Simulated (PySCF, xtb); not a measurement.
C3H5BFNO, SMILES CN1C=C(F)B1O.

GFN2-xTB in xtb at its own geometry gives an orbital gap of 2.57 eV and a dipole moment of 4.59 D.

The structure is a stationary point at B3LYP-D3(BJ)/def2-SVP. This is a generated structure with no PubChem entry under its InChIKey; it may be hypothetical. Other conformers were not sampled.

### Question
What does PySCF with r2SCAN/def2-TZVP give? (An estimate is asked for; the answer gives what the named calculation found.)

### Answer
gap 3.36 eV (levels -5.01 and -1.65 eV), dipole 2.93 D.
